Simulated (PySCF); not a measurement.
# MSe for M along group 11

r²SCAN with triple-zeta basis sets in PySCF, for the lowest determinant that a PBE0 search found; no spin–orbit coupling. De refers to high-spin ground-configuration atoms. A positive dipole means M(−)Se(+).

```tsv
M	basis	state (unpaired electrons)	Re (Å)	ωe (cm⁻¹)	De (eV)	μ (D)
Cu	x2c-TZVPPall	doublet (π ↑)	2.144	322	2.91	-3.45
Ag	x2c-TZVPPall	doublet (π ↑)	2.388	235	2.28	-3.87
Au	def2-TZVPP	doublet (π ↑)	2.300	266	2.66	-2.17
```

The shortest bond is that of CuSe (2.144 Å), the longest that of AgSe (2.388 Å).

The rows differ in basis set, which adds steps of its own.

Down a group the atoms grow and get heavier, so bonds lengthen and wavenumbers fall; the exceptions here are the shorter bond at Au and the higher wavenumber at Au. Relativity and the filled 4f shell contract the atoms of the sixth period.

These are scalar-relativistic numbers at best; spin–orbit coupling would shift them, the dissociation energy most. With d or f electrons several states lie close, and the lowest PBE0 determinant need not be the measured ground state.
